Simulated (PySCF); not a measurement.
**Electron correlation in Si¹⁰⁺ (silicon, charge +10)**

Starting occupation: [He] 2s2. All numbers are calculated (PySCF 2.14, X2C-1e with screened-nucleus spin-orbit coupling, Gaussian nucleus, in an even-tempered Gaussian basis (18 s from 0.3 bohr⁻², ratio 2.6; 11 p from 0.39 bohr⁻², ratio 2.6; 7 d from 0.4 bohr⁻², ratio 2.8; 4 f from 9.6 bohr⁻², ratio 2.8)). Frozen: nothing; 4 electrons correlated; the 30 highest virtual spinors left out.

MP2 pair energies summed by pair of shells (mhartree):

```tsv
pair	energy	share (%)
2s1/2-2s1/2	-97.81	64.2
1s1/2-1s1/2	-40.89	26.8
1s1/2-2s1/2	-13.66	9.0
```

Total MP2 correlation energy: -152.35 mhartree.

The virtual space was cut to 56 spinors, which keep -141.68 of the -152.35 mhartree of MP2 correlation.

| level | correlation energy (mhartree) |
| --- | --- |
| CCSD | -214.86 |
| (T) | -0.57 |
| CCSD(T) | -215.43 |

Diagnostics: T1 = 0.0019, largest double amplitude 0.143.

**Question.** Is a single reference adequate?

**Answer.** Mostly. T1 lies below 0.03, but a double amplitude of this size points to a near-degeneracy that CCSD handles and MP2 describes poorly.

The coupled-cluster values are those of the cut space; adding the MP2 remainder, -10.67 mhartree, estimates the full space.
